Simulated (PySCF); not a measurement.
An unknown gives this computed stick spectrum. The calculation used PySCF 2.14.0, density-fitted response routines, TDDFT PBE0/def2-SVPD, vertical, gas phase, core orbitals frozen in the response. Geometries: GFN2-xTB, one conformer each.

| state | ν̃ (cm⁻¹) | f | main configurations (H = HOMO, L = LUMO) |
| --- | --- | --- | --- |
| S1 | 50900 | 0.023 | H→L+1 (76%), H→L (16%) |
| S2 | 52850 | 0.165 | H→L (65%), H→L+1 (21%) |
| S3 | 56250 | 0.161 | H→L+2 (80%), H→L (10%) |
| S4 | 59190 | 0.0045 | H→L+3 (80%), H→L+4 (9%) |
| S5 | 60860 | 0.051 | H→L+4 (76%), H→L+3 (12%) |
| S6 | 61700 | 0.013 | H→L+5 (42%), H-1→L (25%), H-1→L+1 (16%) |

Orbital energies (eV): HOMO-3 -9.84, HOMO-2 -9.51, HOMO-1 -8.63, HOMO -7.12, LUMO 0.14, LUMO+1 0.28, LUMO+2 0.72.

Problem. Which candidate is it? All have the formula C3H8O2Si.
A. `C=CO[SiH2]OC`
B. `C=CC[SiH](O)O`
C. `O=C[Si@@H](OC)C`

Solution. B. Its S1, at 6.31 eV, is the highest among the candidates; the nearest of the others has S1 at 5.90 eV. S1 is HOMO→LUMO+1 (76%), HOMO→LUMO (16%). Löwdin shares by element: HOMO carbon 73%, silicon 8% (atoms not listed hold the other 19%); LUMO carbon 61%, silicon 7% (atoms not listed hold the other 31%). At the same level the other candidates give, for their lowest levels:
- `CO[Si@@H](C)C=O`: 3.10 eV (f 0.001); 5.71 eV (f 0.012); 5.98 eV (f 0.000); 6.33 eV (f 0.012); 6.48 eV (f 0.024); T1 2.38 eV; HOMO -6.80, LUMO -1.55 eV
- `C=CO[SiH2]OC`: 5.90 eV (f 0.001); 6.62 eV (f 0.027); 6.93 eV (f 0.068); 7.01 eV (f 0.012); 7.05 eV (f 0.397); T1 4.28 eV; HOMO -6.90, LUMO 0.12 eV

Conformer computed: `[CH2:1]=[CH:2][CH2:3][SiH:4]([OH:5])[OH:6]`: C1–C2–C3–Si4 104°, C2–C3–Si4–O5 -39°, H–O5–Si4–C3 -47°, H–O6–Si4–C3 -151°.
Triplets come from the Tamm–Dancoff approximation.
